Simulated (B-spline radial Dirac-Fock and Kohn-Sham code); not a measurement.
## Photoionisation of germanium ions at Ag Kα (22162.9 eV)

The computed values come from a radial atomic solver: a relativistic central-field model (Hartree-Slater potential of the initial state, Latter tail, multipole expansion of the photon field, Dirac-Fock thresholds). Cross sections in kb; a dash marks an empty subshell or a threshold above the photon energy.

```
 ion      configuration  total    1s   2p1/2   2p3/2    3p1/2       4s
  Ge  [Ar] 3d10 4s2 4p2  3.796  3.35  0.0414  0.0718  0.00597  0.00360
Ge²⁺      [Ar] 3d10 4s2  3.797  3.35  0.0414  0.0719  0.00598  0.00440
Ge⁶⁺           [Ar] 3d8  3.796  3.35  0.0414  0.0719  0.00634        –
Ge⁷⁺           [Ar] 3d7  3.797  3.35  0.0414  0.0719  0.00655        –
```
